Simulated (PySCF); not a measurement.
# Computed properties of In(Cl)(Me)(vinyl) (C3H6ClIn), SMILES C=[CH][In]([CH3])[Cl]

C3H6ClIn, SMILES [In]([Cl])([CH]=C)[CH3]. Geometry: B3LYP-D3(BJ)/def2-SVP. The structure was generated by enumeration; whether it is a known compound was not checked. The def2 effective core potentials stand for the cores of In; spin–orbit coupling is left out. The values are those of a single conformer. All values are computed for the isolated molecule unless a solvent is named; none is compared with measurement here.

**Structure.** The optimised structure has Cs symmetry. All 27 harmonic modes at B3LYP-D3(BJ)/def2-SVP (PySCF) are real, so it is a minimum. With heavy atoms numbered as in [In:1]([Cl:2])([CH3:3])[CH:7]=[CH2:8], the shortest bond between them is C7–C8 at 1.340 Å and the longest In1–Cl2 at 2.396 Å.

**Vibrations.** The strongest infrared lines (harmonic, unscaled, degenerate partners summed) lie at 342 cm⁻¹ (54 km/mol, Cl 76 %, In 23 %), 731 cm⁻¹ (49 km/mol, H 84 %, C 16 %), 520 cm⁻¹ (49 km/mol, C 63 %, H 19 %, In 18 %). The softest mode is at 34 cm⁻¹ and the zero-point energy is 48.6 kcal/mol.

**Electronic structure.** PBE0/def2-TZVP (PySCF) places the frontier levels at -7.64 and -1.63 eV, a gap of 6.01 eV, and gives a dipole moment of 3.84 D and a mean polarisability of 86.5 bohr³. PBE/def2-TZVP (PySCF) at the same geometry gives -6.40 and -2.42 eV, so its gap is 2.03 eV narrower. An orbital gap is neither the optical nor the fundamental gap.

**Excitations.** TDDFT-PBE0/def2-SVPD (PySCF) has S1 at 4.71 eV (263 nm, f = 0.000, dark); the most intense of the 10 singlets computed lies at 6.05 eV (f = 0.22). T1 (TDA) is at 4.05 eV. TDDFT-PBE/def2-SVPD (PySCF) puts S1 at 4.08 eV. No vertical singlet excitation falls in the visible range (under 3.1 eV).
